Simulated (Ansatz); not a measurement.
Reaction (cleavage of the Ge–Si bond): `C[Si](F)(F)[GeH3]` + `OCBCl` → `ClBC[O][GeH3]` + `C[SiH](F)F`

Computed with Ansatz on PBE0-D4/def2-TZVP structures; ΔE is electronic, products minus reactants. CBS: MP2 limit from def2 TZ/QZ plus the TZ coupled-cluster correction, frozen cores. DFT in def2-TZVPP. For Ge outer-core shells are correlated without core-valence functions, which leaves a few kJ/mol of doubt a bond. Scalar relativity is left out up to krypton. One conformer a species, not always the lowest.

`C[Si](F)(F)[GeH3]`:

Cartesian coordinates in Å:
```
C 1.344 -1.138 -0.239
Si 0.349 0.371 -0.614
F 1.297 1.651 -0.511
F -0.133 0.302 -2.135
Ge -1.559 0.737 0.761
H 1.728 -1.102 0.784
H 2.192 -1.212 -0.924
H 0.734 -2.038 -0.345
H -1.129 0.868 2.232
H -2.297 2.016 0.344
H -2.525 -0.454 0.648
```

`OCBCl`:

Z-matrix (Å, degrees):
```
C
B 1 1.549
O 1 1.404 2 119.2
H 1 1.105 2 106.4 3 -124.9
H 1 1.104 2 106.6 3 125.0
Cl 2 1.749 1 120.1 3 0.4
H 2 1.191 1 122.1 3 -179.7
H 3 0.962 1 108.3 2 -0.7
```

`ClBC[O][GeH3]`:

```xyz
11

Cl   -0.994   -2.135    2.314
B    -0.579   -0.644    1.503
C     0.648   -0.632    0.539
O     0.945    0.612   -0.062
Ge   -0.025    1.118   -1.467
H    -1.249    0.314    1.739
H     0.550   -1.445   -0.203
H     1.525   -0.930    1.135
H     0.200    0.098   -2.601
H    -1.516    1.132   -1.075
H     0.494    2.512   -1.823
```

`C[SiH](F)F`:

Z-matrix (Å, degrees):
```
C
Si 1 1.840
H 1 1.092 2 110.7
H 1 1.093 2 110.6 3 -120.1
H 1 1.093 2 110.6 3 120.1
F 2 1.591 1 109.8 3 58.6
F 2 1.591 1 109.8 3 -58.5
H 2 1.477 1 114.8 3 -179.9
```

```json
{"species": "`C[Si](F)(F)[GeH3]`", "r2SCAN-D4 energy (Eh)": "-2608.02760"}
{"species": "`OCBCl`", "r2SCAN-D4 energy (Eh)": "-600.77044"}
{"species": "`ClBC[O][GeH3]`", "r2SCAN-D4 energy (Eh)": "-2678.97084"}
{"species": "`C[SiH](F)F`", "r2SCAN-D4 energy (Eh)": "-529.82783"}
```

(1) Work out ΔE.

Largest T1 diagnostic among the species: 0.012.

Answers

(1) ΔE = (-2678.97084) + (-529.82783) − (-2608.02760) − (-600.77044) = -0.00063 Eh = -1.7 kJ/mol. CCSD(T)/CBS gives -8.4 kJ/mol.

From PBE to PBE0 (25 % exact exchange), in def2-TZVPP and without D4, ΔE moves by −4.9 kJ/mol. In def2-TZVPP, CCSD(T) changes the Hartree–Fock value by +19.4 kJ/mol (the triples alone add +1.5 kJ/mol) and MP2 by +14.4 kJ/mol.
